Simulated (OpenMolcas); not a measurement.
## Ionisation energies of nitrogen

```
Program             : OpenMolcas
Basis               : ANO-R3 [4s4p2d1f]
Scalar Hamiltonian  : X2C, finite nucleus
Spin-orbit coupling : state interaction with AMFI integrals over the reference wave functions, term energies averaged over their components
```

Active shells in each charge state: the valence s, p shells, with orbitals averaged over the low states. Where CASPT2's correlated closed shells are named, they are those of the first ion.

A. CASSCF
B. SS-CASPT2, IPEA 0.25 Eh, imaginary shift 0.1 Eh (closed shells correlated: 1s)
C. SS-CASPT2, IPEA 0 Eh, imaginary shift 0.1 Eh (closed shells correlated: 1s)

Energies in eV between the lowest computed levels (charge -1 gives the electron affinity), named as in B; reference values from the NIST Atomic Spectra Database with their kind.

```json
{"From": "N- 2s² 2p⁴ ³P₂", "To": "N 2s² 2p³ ⁴S°_3/2", "A": "-2.353", "B": "-0.914", "C": "-0.928", "Spin-orbit share in B": "+0.003", "Reference": ""}
{"From": "N 2s² 2p³ ⁴S°_3/2", "To": "N+ 2s² 2p² ³P₀", "A": "13.345", "B": "14.377", "C": "14.467", "Spin-orbit share in B": "-0.011", "Reference": "14.534 (measured)"}
{"From": "N+ 2s² 2p² ³P₀", "To": "N2+ 2s² 2p ²P°_1/2", "A": "28.433", "B": "29.378", "C": "29.449", "Spin-orbit share in B": "-0.002", "Reference": "29.601 (semi-empirical)"}
{"From": "N2+ 2s² 2p ²P°_1/2", "To": "N3+ 2s² ¹S₀", "A": "46.190", "B": "47.135", "C": "47.197", "Spin-orbit share in B": "+0.013", "Reference": "47.445 (semi-empirical)"}
{"From": "N3+ 2s² ¹S₀", "To": "N4+ 2s ²S_1/2", "A": "77.354", "B": "77.400", "C": "77.400", "Spin-orbit share in B": "+0.000", "Reference": "77.474 (measured)"}
{"From": "N4+ 2s ²S_1/2", "To": "N5+ 1s² ¹S₀", "A": "97.754", "B": "97.805", "C": "97.805", "Spin-orbit share in B": "+0.000", "Reference": "97.890 (measured)"}
```

Error against the reference values, in %:

```json
{"From": "N", "Reference": "measured", "A": "-8.2", "B": "-1.1", "C": "-0.5"}
{"From": "N+", "Reference": "semi-empirical", "A": "-3.9", "B": "-0.8", "C": "-0.5"}
{"From": "N2+", "Reference": "semi-empirical", "A": "-2.6", "B": "-0.7", "C": "-0.5"}
{"From": "N3+", "Reference": "measured", "A": "-0.2", "B": "-0.1", "C": "-0.1"}
{"From": "N4+", "Reference": "measured", "A": "-0.1", "B": "-0.1", "C": "-0.1"}
```

Mean absolute error over the 3 measured values: A 0.48 eV, B 0.11 eV, C 0.07 eV. C lies closest.

No diffuse functions were added, so the electron affinity comes out too small, and without dynamic correlation a bound anion can come out unbound.

° marks odd parity.
